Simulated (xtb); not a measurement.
BiBr3, charge -1, doublet, at a GFN2-xTB geometry (such geometries of metal compounds can be far from the true shape) (a state made from the parent by changing its charge; the spin is typed, not shown lowest); GFN0-xTB in xtb 6.7.1.

The xtb input:
```
$ xtb mol.xyz --gfn 0 --chrg -1 --uhf 1 --etemp 1000 --json

# file mol.xyz
4

Bi    -0.00000000    -0.00000000    -0.00000000
Br    -2.13828311    -1.82340179     0.00492913
Br    -0.50997611     2.76350571    -0.00579500
Br     2.64825922    -0.94010392     0.00086588
```

**Question.** Write the output that xtb gives for this input, abridged.

**Answer.** 
```
   ID    Z sym.   atoms
    1   83 Bi     1
    2   35 Br     2-4

           -------------------------------------------------
          |                Calculation Setup                |
           -------------------------------------------------

           -------------------------------------------------
          |                 G F N 0 - x T B                 |
           -------------------------------------------------

          ...................................................
          :                      SETUP                      :
          :.................................................:
          :  # basis functions                  34          :
          :  # atomic orbitals                  31          :
          :  # shells                           11          :
          :  # electrons                        27          :
          :  electronic temp.         1000.0000000     K    :
          :  accuracy                    1.0000000          :
          :  -> integral cutoff          0.2500000E+02      :
          :  -> integral neglect         0.1000000E-07      :
          ...................................................

         :::::::::::::::::::::::::::::::::::::::::::::::::::::
         ::                     SUMMARY                     ::
         :::::::::::::::::::::::::::::::::::::::::::::::::::::
         :: total energy             -15.059963091945 Eh    ::
         :: gradient norm              0.005402034343 Eh/a0 ::
         :: HOMO-LUMO gap              2.855343145205 eV    ::
         ::.................................................::
         :: H0 energy                -13.803008210381 Eh    ::
         :: repulsion energy           0.000516610816 Eh    ::
         :: electrostat energy        -1.256085886313 Eh    ::
         :: -> Gsolv                   0.000000000000 Eh    ::
         ::    -> Gsasa                0.000000000000 Eh    ::
         ::    -> Gshift               0.000000000000 Eh    ::
         :: dispersion energy         -0.001385606066 Eh    ::
         :: short-range corr.          0.000000000000 Eh    ::
         :: add. restraining           0.000000000000 Eh    ::
         :: total charge              -1.000000000000 e     ::
         :::::::::::::::::::::::::::::::::::::::::::::::::::::

           -------------------------------------------------
          |                Property Printout                |
[...]
        17                         -0.0475519              -1.2940
        18                         -0.0474704              -1.2917
        19                         -0.0474704              -1.2917
        20                         -0.0474377              -1.2908
        21                         -0.0474377              -1.2908
        22                         -0.0469660              -1.2780
        23                         -0.0467665              -1.2726
        24                         -0.0467665              -1.2726
        25                         -0.0463413              -1.2610
       ...                                ...                  ...
        31                          0.1365547               3.7158
      -------------------------------------------------------------
                  HL-Gap            0.1049319 Eh            2.8553 eV
             Fermi-level            0.0000000 Eh            0.0000 eV

     #   Z          covCN         q      C6AA      α(0)
     1  83 Bi       2.425     0.109   528.117    43.574
     2  35 Br       0.808    -0.370   190.685    22.278
     3  35 Br       0.808    -0.370   190.685    22.278
     4  35 Br       0.808    -0.370   190.685    22.278

 Mol. C6AA /au·bohr⁶  :       4130.491397
 Mol. C8AA /au·bohr⁸  :     357545.560139
 Mol. α(0) /au        :        110.407715

Wiberg/Mayer (AO) data.
largest (>0.10) Wiberg bond orders for each atom

 ---------------------------------------------------------------------------
     #   Z sym  total        # sym  WBO       # sym  WBO       # sym  WBO
 ---------------------------------------------------------------------------
     1  83 Bi   1.626 --     3 Br   0.542     4 Br   0.542     2 Br   0.542
     2  35 Br   0.616 --     1 Bi   0.542
     3  35 Br   0.616 --     1 Bi   0.542
     4  35 Br   0.616 --     1 Bi   0.542
 ---------------------------------------------------------------------------

Topologies differ in total number of bonds
Writing topology from bond orders to xtbtopo.mol

 dipole moment from electron density (au)
     X       Y       Z
   0.0000   0.0000  -0.0000  total (Debye):    0.000

           -------------------------------------------------
          | TOTAL ENERGY              -15.059963091945 Eh   |
          | GRADIENT NORM               0.005402034343 Eh/α |
          | HOMO-LUMO GAP               2.855343145205 eV   |
           -------------------------------------------------

normal termination of xtb
```
